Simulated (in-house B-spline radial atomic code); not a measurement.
Values are calculated unless marked as measured or tabulated.
Stopping and range of 50 keV Co in InAs

The pair potential comes from two frozen, spherical free-atom densities (PBE, B-spline radial code, scalar-relativistic past argon): electrostatics plus the change in Thomas-Fermi kinetic and Dirac exchange energy where they overlap, the recipe behind the universal ZBL potential, which averages such potentials (from solid-state densities) over many pairs. It is written V = (Z1 Z2 e²/r) φ(r/a), with e² = 14.3996 eV·Å and a = 0.46850 Å/(Z1^0.23 + Z2^0.23); ZBL's fit is φ = 0.18175 e^(−3.1998x) + 0.50986 e^(−0.94229x) + 0.28022 e^(−0.4029x) + 0.02817 e^(−0.20162x). Where φ falls below 4e-4 it is continued as an exponential.

The target is taken as amorphous, with density 5.68 g/cm³ (NSM archive of the Ioffe Institute); channelling is ignored. Masses: Co 58.93, In 114.82, As 74.92 u. Nuclear stopping is S_n = 4π a Z1 Z2 e² M1/(M1 + M2) × s_n(ε), with s_n integrated over impact parameters for each pair. Electronic stopping is Lindhard and Scharff's S_e = Z1^(1/6) 8π e² a0 Z1 Z2/(Z1^(2/3) + Z2^(2/3))^(3/2) × v/v0, with a0 = 0.529177 Å and v = v0 at 24.801 keV/u; it misses the oscillations with Z1 seen in experiment, which reach tens of per cent. Compounds add by atom fraction.

```tsv
target atom	a (Å)	ε at this energy	s_n, this pair	s_n, ZBL potential
In	0.10225	0.1774	0.3508	0.3418
As	0.10723	0.2339	0.3647	0.3483
```

Problem. What are the atom density and the stopping powers at entry?

Solution. N = 5.68 × 0.602214/94.87 = 0.03606 atoms/Å³. For In: S_n = 8303 × 0.3508 = 2913 eV·Å², S_e = 3.4262 × √50000 = 766.1 eV·Å². For As: S_n = 7612 × 0.3647 = 2776 eV·Å², S_e = 2.8859 × √50000 = 645.3 eV·Å². Averaged over the target's atoms (half each) and times N × 10 Å/nm, the ion loses N S_n = 1030 eV/nm to recoils and N S_e = 254 eV/nm to electrons; the nuclear share is 80 %.

Along the track:

| E (keV) | N S_n (eV/nm) | N S_e (eV/nm) |
| --- | --- | --- |
| 2.5 | 485 | 56.9 |
| 7.5 | 714 | 98.5 |
| 15 | 859 | 139 |
| 25 | 949 | 180 |
| 37.5 | 1000 | 220 |
| 50 | 1030 | 254 |

Problem. Estimate the path length and the projected range.

Solution. With continuous slowing down the path is the integral of dE/(N (S_n + S_e)). Trapezoids over the table give 46.2 nm, and the stretch below the first row, with stopping taken as √E, adds 2E/(N S) = 9.2 nm: 55.4 nm in all, against 54.1 nm on a fine grid from 5 eV. Deflections shorten the depth: to first order in the energy passed on, N (S_n + S_e) dR_p/dE = 1 − N S_n (M2/M1) R_p/(2E), summed over the target's atoms, and integrating this on the fine grid gives R_p = 26.8 nm, 0.49 of the path. Lindhard's rule of thumb R/(1 + M2/3M1), with mean M2/M1 = 1.61, gives 35.2 nm. On the ZBL potential the same equation gives 27.7 nm, and the full integral equation, which keeps hard collisions, 29.6 nm.
